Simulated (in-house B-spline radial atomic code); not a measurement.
Computed with a B-spline radial atomic code. Model: two electrons, singlet ground state, non-relativistic, full CI in B-splines with partial waves to l = 8 (at full coupling up to 3e-4 hartree above the limit, correlation up to 0.6 % small), density held at that of full coupling by Lieb maximisation.

Along the adiabatic connection the electron repulsion is scaled by a coupling λ while a local potential keeps the density fixed. At λ = 0 the system is the Kohn-Sham one and W equals the exchange energy; the exchange-correlation energy is the area under W between 0 and 1. The kinetic energy rises with λ as the electrons avoid each other, with dT/dλ = −λ dW/dλ.

Command:
```bash
python run_ac.py task.json out
```
Settings (lengths in bohr, energies in hartree):
```
potential              yukawa
strength               2.53
lmax                   8
second                 0.566
```

Time taken, with all properties: 24 s on 1 thread of Intel(R) Xeon(R) Processor @ 2.30GHz, with other jobs on the host.

**W = mean repulsion less Hartree energy, and W of three functionals.**

Given: confinement screened point charge; nuclear charge 2.53; screening of the nucleus 0.566 1/bohr; external potential -Z exp(-k r)/r.

Computed: LDA exchange minus exact 174.43 millihartree; PBE exchange minus exact 11.533 millihartree.

| coupling | W xc (hartree) | W xc minus exchange (millihartree) | kinetic minus Kohn-Sham (millihartree) | LDA (PW92) W minus its exchange (millihartree) | PBE W minus its exchange (millihartree) | SCAN W minus its exchange (millihartree) |
| --- | --- | --- | --- | --- | --- | --- |
| 0 | -1.2756 | 0 | 0 | 0 | 0 | 0 |
| 0.02 | -1.2775 | -1.942 | 0.02 | -12.37 | -1.73 | -1.82 |
| 0.05 | ? | ? | ? | ? | ? | ? |
| 0.12 | -1.287 | -11.445 | 0.68 | -49.08 | -10.55 | -10.52 |
| 0.25 | -1.2989 | -23.301 | 2.87 | -82.46 | -21.95 | -21.18 |
| 0.4 | -1.3119 | -36.324 | 7.09 | -112.89 | -34.74 | -32.74 |
| 0.6 | -1.3282 | -52.677 | 15.25 | -146.11 | -51.05 | -47.12 |
| 0.8 | -1.3435 | -67.973 | 25.94 | -174.04 | -66.48 | -60.5 |
| 1 | ? | ? | ? | ? | ? | ? |
| 1.4 | -1.384 | -108.41 | 70.04 | -239.31 | -107.84 | -95.85 |
| 2 | -1.4177 | -142.16 | 127.12 | -288.28 | -142.94 | -125.63 |
| 3 | -1.4629 | -187.35 | 239.12 | -349.93 | -191.04 | -166.36 |
| 4.5 | -1.5129 | -237.37 | 424.53 | -416.11 | -246.41 | -213.17 |
| 7 | -1.5684 | -292.85 | 738.16 | -490.42 | -311.91 | -267.88 |
| 10 | -1.6107 | -335.13 | 1092.9 | -549.76 | -366 | -311.61 |

(1) What belongs in the row 0.05?

(2) What belongs in the row 1?

(3) What is the SCAN exchange minus exact?

**Energy parts, natural occupations and partial-wave weights.**

Computed: total energy -2.6024 hartree; correlation energy -0.04348 hartree; kinetic part of the DFT correlation energy 0.038826 hartree; initial slope twice GL2 -0.097466 hartree; kinetic part over minus potential part 0.47173; Hartree energy 2.5511 hartree; Lieb Oxford ratio E_xc over LDA exchange 1.1979.

| natural | occupation of the shell (electrons) |
| --- | --- |
| s | 1.9887 |
| s | 0.0055888 |
| p | 0.005054 |
| d | 0.00022906 |
| p | ? |
| s | 0.00010475 |

(4) What belongs in the row p?

```tsv
wave	weight
s	0.99722
p	0.0026286
d	0.00012908
f	?
g	4.1654e-06
```

(5) What belongs in the row f?

(6) What is the Kohn-Sham kinetic?

(7) What is the exchange energy?

## Answers

(1) W xc (hartree): -1.2804; W xc minus exchange (millihartree): -4.829; kinetic minus Kohn-Sham (millihartree): 0.12; LDA (PW92) W minus its exchange (millihartree): -25.46; PBE W minus its exchange (millihartree): -4.37; SCAN W minus its exchange (millihartree): -4.49.

(2) W xc (hartree): -1.3579; W xc minus exchange (millihartree): -82.306; kinetic minus Kohn-Sham (millihartree): 38.83; LDA (PW92) W minus its exchange (millihartree): -198.32; PBE W minus its exchange (millihartree): -81.06; SCAN W minus its exchange (millihartree): -73.02.

(3) -8.0203 millihartree.

(4) occupation of the shell (electrons): 0.00018453.

(5) weight: 1.8036e-05.

(6) 4.4971 hartree.

(7) -1.2756 hartree.

Half-way to full coupling W has made 54 % of its drop, against 50 % for a straight line, and second-order (GL2) theory, half the initial slope, overshoots the correlation energy by about 12 %: a moderate bend, as in light atoms. Over couplings 0 to 1 the errors in E_xc come to about +96 millihartree for LDA, +13 millihartree for PBE, -3.4 millihartree for SCAN, so SCAN is nearest. In LDA and SCAN the errors of exchange and correlation have opposite signs, so the sum is smaller than the larger of the two.
